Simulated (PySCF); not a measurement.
Isomers of C3H10GeO. Level of theory: PySCF, TDDFT CAM-B3LYP/def2-SVPD, vertical, gas phase, core orbitals frozen in the response. Geometries: PBE0-D3(BJ)/def2-SVP; one conformer of each isolated species. Triplets are in the Tamm–Dancoff approximation. Relativistic effects are left out although some hold elements past zinc.

A. `[O]([GeH]([CH3])[CH3])C`
B. `CC(C)[O][GeH3]`
C. `CC(C)[O][GeH3]`

Lowest singlet levels (six at most, fewer where fewer were computed) with oscillator strengths:

1. 6.75 eV (f 0.004); 7.33 eV (f 0.025); 7.61 eV (f 0.054); 8.02 eV (f 0.009); 8.11 eV (f 0.024); 8.28 eV (f 0.029); T1 6.37 eV
2. 7.09 eV (f 0.002); 7.46 eV (f 0.014); 7.79 eV (f 0.001); 7.85 eV (f 0.029); 7.98 eV (f 0.095); 8.20 eV (f 0.069); T1 6.77 eV
3. 6.64 eV (f 0.006); 7.29 eV (f 0.026); 7.59 eV (f 0.035); 7.95 eV (f 0.000); 8.16 eV (f 0.015); 8.31 eV (f 0.036); T1 6.28 eV

Question: Which spectrum belongs to which structure?

Answer: 1 = C, 2 = A, 3 = B.
- A: S1 at 7.09 eV, HOMO→LUMO+1 (30%), HOMO→LUMO (28%), HOMO→LUMO+2 (18%); Löwdin shares by element: HOMO oxygen 55%, carbon 19% or more, germanium 8% (atoms not listed hold the other 18%); LUMO germanium 30%, carbon 22% or more, hydrogen 8% or more (atoms not listed hold the other 39%); HOMO -8.88 and LUMO 1.15 eV.
- B: S1 at 6.64 eV, HOMO→LUMO+1 (57%), HOMO→LUMO (34%); Löwdin shares by element: HOMO oxygen 55%, carbon 15% or more, germanium 10% (atoms not listed hold the other 21%); LUMO (one of a set within 0.03 eV) germanium 51%, hydrogen 38% or more; HOMO -9.07 and LUMO 0.96 eV.
- C: S1 at 6.75 eV, HOMO→LUMO+1 (69%), HOMO→LUMO (22%); Löwdin shares by element: HOMO oxygen 54%, carbon 20% or more, germanium 9% (atoms not listed hold the other 17%); LUMO germanium 52%, hydrogen 37% or more; HOMO -9.11 and LUMO 0.97 eV.
B and C have S1 within 0.12 eV of each other; their strongest listed levels stand at 8.31 eV (f 0.036) and 7.61 eV (f 0.054).
